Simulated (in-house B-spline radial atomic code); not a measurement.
What moves the levels of Os ([Xe] 4f14 5d6 6s2)? Method: Dirac-Hartree-Fock, average of the jj configuration, Fermi nucleus of rms radius 5.3823 fm. Calculated with a B-spline radial code for spherical atoms.

Baseline run (computed): total energy -17271.1322 hartree, 1s1/2 at -2732.377 hartree, 6s1/2 at -7.8003 eV with <r> = 3.187 bohr.

Changing the nucleus:

| nucleus | ΔE (eV) |
| --- | --- |
| Fermi nucleus of rms radius 5.3909 fm, A = 186 | 0.224 |
| Fermi nucleus of rms radius 5.3933 fm, A = 187 | 0.287 |
| Fermi nucleus of rms radius 5.3993 fm, A = 188 | 0.444 |
| Fermi nucleus of rms radius 5.4016 fm, A = 189 | 0.504 |
| Fermi nucleus of rms radius 5.4062 fm, A = 190 | 0.624 |
| Fermi nucleus of rms radius 5.4126 fm, A = 192 | 0.791 |

A larger nucleus binds the electrons less, roughly as the density at the nucleus times the change of the nuclear <r²>. The reference is A = 184.
